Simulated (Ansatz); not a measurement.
TeF₂. Charge 0, multiplicity 1. Geometry relaxed at PBE0-D4/def2-TZVP.

Cartesian coordinates in Å:
```
Te 0.590 0.615 0.038
F 0.188 -0.845 1.169
F -0.779 0.230 -1.206
```

In the def2 sets Te takes a core potential; there is no spin–orbit coupling.

(1) Estimate the harmonic wavenumbers at RKS PBE0-D4/def2-TZVP (Ansatz, unscaled). Is this a minimum?

## Answers

(1) 211, 638, 656 cm⁻¹. Yes, no mode is imaginary beyond noise. Zero-point energy 9.0 kJ/mol. Run time 12 s (4 threads of Intel Xeon on a shared host).
